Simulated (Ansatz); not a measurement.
Job for Ansatz (a quantum-chemistry and plane-wave program): R-PBE/def2-TZVPPD on H2O (SMILES O). The basis file is the Basis Set Exchange's JSON of that set.

Ansatz 0.2 input:
```yaml
crystal:
  periodic: [false, false, false]
  atoms:
    - {symbol: O, position_ang: [-0.00000000, 0.00000000, 0.38961139]}
    - {symbol: H, position_ang: [0.00000000, 0.76498632, -0.19485569]}
    - {symbol: H, position_ang: [0.00000000, -0.76498632, -0.19485569]}
basis:
  gaussian:
    orbitals: def2-TZVPPD.json
hamiltonian:
  xc: {name: PBE}
scf: {lower_state_search: off}
```

It printed:

```
WARN ansatz: RAYON_NUM_THREADS=4 ignored (pool sized by the plan → 4); use --threads N
Functional definition: PBE
these checks for a lower state are left out or cut short: stability, starts, cluster_reference, orbital_swaps, neighbouring_geometries, increment
integrals: 0.01 GiB planned
302 factors; their error is unknown
mean field: 0.13 GiB planned
mean field evaluation 1: about -2072.8535 eV, gradient 6.0e1 eV
mean field evaluation 2: about -2043.1506 eV, gradient 1.3e2 eV
mean field evaluation 4: about -2078.5034 eV, gradient 1.1e0 eV
mean field evaluation 8: about -2078.5026 eV, gradient 2.0e-2 eV
mean field -2078.50260062 eV, -76.3835617130 hartree, gradient 8.1e-6 eV, S^2 0.000000; 0 other end points of the search recorded, 0 dependent functions left out
reference -2078.50264024 eV, -76.3835631690 hartree; 5, 5 occupied and 69, 69 virtual orbitals, 302 factors
Total energy: -2078.50264024 eV, -76.3835631690 hartree
Checks for a lower state left out: stability, starts, cluster_reference, orbital_swaps, neighbouring_geometries, increment
```

Self-consistency was reached.

Cost: roughly 0.4 core-seconds.
